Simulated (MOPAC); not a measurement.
Job for MOPAC: PM3 on BrGeH3O (SMILES [OH][GeH2][Br]), a point of a torsion scan.

```
PM3 1SCF PRECISE CHARGE=0 THREADS=1
BrGeH3O

O      1.24480280 1     0.20406473 1    -0.47734053 1
Ge    -0.31626177 1    -0.30171650 1     0.07965015 1
Br    -1.54492056 1    -0.41230122 1    -1.80217899 1
H      1.81895779 1     0.72243547 1     0.07921084 1
H     -0.91638621 1     0.72883968 1     1.00782007 1
H     -0.21633739 1    -1.68274127 1     0.67496083 1
```

The log:

```
*******************************************************************************
 **                                                                           **
 **                              MOPAC v23.2.5                                **
 **                                                                           **
 *******************************************************************************
 ** MOPAC's Digital Object Identifier: https://doi.org/10.5281/zenodo.6511958 **
 **                                                                           **
 ** Please cite the open-source release paper for use of this MOPAC version:  **
 ** J. E. Moussa and J. J. P. Stewart (2026)                                  **
 ** MOPAC: An open-source semiempirical molecular orbital program             **
 ** J. Open Source Softw., 11(119), 8025, https://doi.org/10.21105/joss.08025 **
 *******************************************************************************

                              PM3 CALCULATION RESULTS

 *******************************************************************************
 *  PM3        - The PM3 Hamiltonian to be used
 *
 *
 *
 *                 CHARGE ON SYSTEM = 0
 *
 *
 *
 *  PRECISE    - TIGHTER CRITERIA TO BE USED
 *  1SCF       - DO 1 SCF AND THEN STOP
 *  THREADS=1  - MULTI-THREADING NOT USED
 *  T=         - A TIME OF 172800.0 SECONDS REQUESTED
 *  DUMP=N     - RESTART FILE WRITTEN EVERY 7200.0 SECONDS REQUESTED
 *******************************************************************************
PM3 1SCF PRECISE CHARGE=0 THREADS=1
 BrGeH3O

   ATOM   CHEMICAL          X               Y               Z
  NUMBER   SYMBOL      (ANGSTROMS)     (ANGSTROMS)     (ANGSTROMS)

     1       O          1.24480280  *   0.20406473  *  -0.47734053  *
     2      Ge         -0.31626177  *  -0.30171650  *   0.07965015  *
     3      Br         -1.54492056  *  -0.41230122  *  -1.80217899  *
     4       H          1.81895779  *   0.72243547  *   0.07921084  *
     5       H         -0.91638621  *   0.72883968  *   1.00782007  *
     6       H         -0.21633739  *  -1.68274127  *   0.67496083  *



          CARTESIAN COORDINATES

    NO.       ATOM           X           Y           Z

     1         O          1.2448      0.2041     -0.4773
     2        Ge         -0.3163     -0.3017      0.0797
     3        Br         -1.5449     -0.4123     -1.8022
     4         H          1.8190      0.7224      0.0792
     5         H         -0.9164      0.7288      1.0078
     6         H         -0.2163     -1.6827      0.6750

  H: (PM3): J. J. P. STEWART, J. COMP. CHEM. 10, 209 (1989).
  O: (PM3): J. J. P. STEWART, J. COMP. CHEM. 10, 209 (1989).
 Ge: (PM3): J. J. P. STEWART, J. COMP. CHEM. 12, 320-341 (1991).
 Br: (PM3): J. J. P. STEWART, J. COMP. CHEM. 10, 209 (1989).

           Empirical Formula: H3 O Ge Br  =     6 atoms



      MOLECULAR POINT GROUP   :   C1


      RHF CALCULATION, NO. OF DOUBLY OCCUPIED LEVELS = 10


 -------------------------------------------------------------------------------
 PM3 1SCF PRECISE CHARGE=0 THREADS=1
 BrGeH3O



     1SCF WAS SPECIFIED, SO BFGS WAS NOT USED
     SCF FIELD WAS ACHIEVED


                              PM3 CALCULATION
                                                       MOPAC v23.2.5 Linux




          FINAL HEAT OF FORMATION =        -57.79848 KCAL/MOL =    -241.82883 KJ/MOL


          COSMO AREA              =        110.64 SQUARE ANGSTROMS
          COSMO VOLUME            =         99.05 CUBIC ANGSTROMS

          IONIZATION POTENTIAL    =         11.008991 EV
          HOMO LUMO ENERGIES (EV) =        -11.009 -1.756
          NO. OF FILLED LEVELS    =         10
          MOLECULAR WEIGHT        =        171.5171         POINT GROUP:  C1

          MOLECULAR DIMENSIONS (Angstroms)

            Atom       Atom       Distance
            H     4   Br     3     4.01783
            H     5    H     6     2.52065
            O     1    H     5     2.06747


          SCF CALCULATIONS        =          1





   ATOM   CHEMICAL          X               Y               Z
  NUMBER   SYMBOL      (ANGSTROMS)     (ANGSTROMS)     (ANGSTROMS)

     1       O          1.24480280  *   0.20406473  *  -0.47734053  *
     2      Ge         -0.31626177  *  -0.30171650  *   0.07965015  *
     3      Br         -1.54492056  *  -0.41230122  *  -1.80217899  *
     4       H          1.81895779  *   0.72243547  *   0.07921084  *
     5       H         -0.91638621  *   0.72883968  *   1.00782007  *
     6       H         -0.21633739  *  -1.68274127  *   0.67496083  *

                             CARTESIAN COORDINATES

   1    O        1.244802800     0.204064730    -0.477340530
   2   Ge       -0.316261770    -0.301716500     0.079650150
   3   Br       -1.544920560    -0.412301220    -1.802178990
   4    H        1.818957790     0.722435470     0.079210840
   5    H       -0.916386210     0.728839680     1.007820070
   6    H       -0.216337390    -1.682741270     0.674960830


           Empirical Formula: H3 O Ge Br  =     6 atoms



      MOLECULAR POINT GROUP   :   C1


                  EIGENVALUES
 -36.02190 -19.30038 -17.55408 -16.26035 -14.50891 -13.68650 -12.38267 -11.88484
 -11.55681 -11.00899  -1.75607  -0.09228   0.15710   1.73923   4.85841


              NET ATOMIC CHARGES AND DIPOLE CONTRIBUTIONS

  ATOM NO.   TYPE          CHARGE      No. of ELECS.   s-Pop       p-Pop
    1          O          -0.474166        6.4742     1.75811     4.71606
    2         Ge           0.652859        3.3471     0.78854     2.55860
    3         Br          -0.296730        7.2967     1.86356     5.43317
    4          H           0.218477        0.7815     0.78152
    5          H          -0.055766        1.0558     1.05577
    6          H          -0.044674        1.0447     1.04467
 DIPOLE           X         Y         Z       TOTAL
 POINT-CHG.     0.576     0.101     3.574     3.621
 HYBRID         0.429     0.425     0.238     0.649
 SUM            1.005     0.526     3.812     3.977


          ATOMIC ORBITAL ELECTRON POPULATIONS

     Atom    s        px        py        pz
    1  O   1.75811   1.39119   1.74218   1.58269
    2 Ge   0.78854   0.73145   1.01647   0.81068
    3 Br   1.86356   1.82684   1.99130   1.61503
    4  H   0.78152
    5  H   1.05577
    6  H   1.04467

 **********************
 *                    *
 * JOB ENDED NORMALLY *
 *                    *
 **********************




 == MOPAC DONE ==
```

The run finished.

Cost: around 0.020 core-seconds (rough).
